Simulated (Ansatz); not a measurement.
`C#[C][InH2]` + `C#[C][GaH][CH3]` → `C#[C][Ga]([CH3])[C]#C` + `[InH3]`  (formal exchange of groups at a C–In bond)

Calculated with Ansatz (gas phase, PBE0-D4/def2-TZVP geometries, no zero-point term in ΔE). CBS: MP2 limit from def2 TZ/QZ plus the TZ coupled-cluster correction, frozen cores. DFT in def2-TZVPP. B3LYP here is the variant with VWN-RPA as its local correlation; programs differ in this. def2 core potentials past Kr. For Ga, In outer-core shells are correlated without core-valence functions, which leaves a few kJ/mol of doubt a bond. Scalar relativity is left out up to krypton.

```tsv
level	ΔE (kcal/mol)	difference from CCSD(T)/CBS
BLYP-D4	-2.7	-0.8
r2SCAN-D4	-2.5	-0.6
PBE0-D4	-2.7	-0.8
BHLYP-D4	-2.7	-0.8
CAM-B3LYP-D4	-2.7	-0.8
revPBE	-1.9	0.0
PBE0	-2.2	-0.3
B3LYP	-2.1	-0.2
r2SCANh	-2.4	-0.5
CAM-B3LYP	-2.2	-0.3
RPA@PBE/def2-TZVPP	-1.9	0.0
MP2/def2-SVP	-3.1	-1.2
HF/def2-QZVPP	-2.0	-0.1
HF/CBS(def2)	-2.0	-0.1
MP2/CBS(def2)	-1.7	0.2
CCSD/CBS(def2)	-2.0	-0.1
CCSD(T)/CBS	-1.9	0
```

Largest T1 diagnostic among the species: 0.015.

Leaving LDA and LC-ωPBE aside and taking each functional with its dispersion term where it has one, the values, not all of them listed here, spread over 0.8 kcal/mol, from B97M-V to B2PLYP. LDA lies −0.9 kcal/mol from PBE without D4. At CCSD(T), def2-SVP lies −1.2 kcal/mol from the extrapolated value and def2-TZVPP −0.2 kcal/mol.
